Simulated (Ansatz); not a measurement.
CH₃Li, charge -1, doublet, at a GFN2-xTB geometry (such geometries of metal compounds can be far from the true shape) (a state made from the parent by changing its charge; the spin is typed, not shown lowest) (a gas-phase anion, which may not be bound at this level); Ansatz (a quantum-chemistry and plane-wave program) with PBE/def2-SVP.

Here is a job for Ansatz.
Ansatz 0.2 input:
```yaml
crystal:
  periodic: [false, false, false]
  atoms:
    - {symbol: Li, position_ang: [-1.20662055, -0.71723209, -1.05828569]}
    - {symbol: C, position_ang: [0.29200003, 0.17356889, 0.25610326]}
    - {symbol: H, position_ang: [0.88001435, -0.55142896, 0.87715171]}
    - {symbol: H, position_ang: [-0.10349501, 0.89346180, 1.01926889]}
    - {symbol: H, position_ang: [1.09134210, 0.76825007, -0.25818308]}
basis:
  gaussian:
    orbitals: def2-SVP
hamiltonian:
  xc: pbe
total_charge: -1
magnetization: {spin_polarized: true, initial_magnetization: 1}
```

Problem. What does Ansatz print? Leave out banner, timings and long lists.

Solution. 
```
Functional definition: PBE
468 factors; their error is unknown
mean field evaluation 1: about -1285.4479 eV, gradient 1.3e1 eV
mean field evaluation 2: about -1280.0672 eV, gradient 3.0e1 eV
mean field evaluation 4: about -1286.3931 eV, gradient 5.2e-1 eV
mean field evaluation 8: about -1286.3711 eV, gradient 9.7e-3 eV
mean field evaluation 16: about -1282.1992 eV, gradient 1.3e1 eV
mean field -1286.37112092 eV, -47.2732667602 hartree, gradient 1.7e-5 eV, S^2 0.750495; 1 other end points of the search recorded, 0 dependent functions left out
reference -1286.37116882 eV, -47.2732685203 hartree; 7, 6 occupied and 31, 32 virtual orbitals, 468 factors
Total energy: -1286.37116882 eV, -47.2732685203 hartree
```
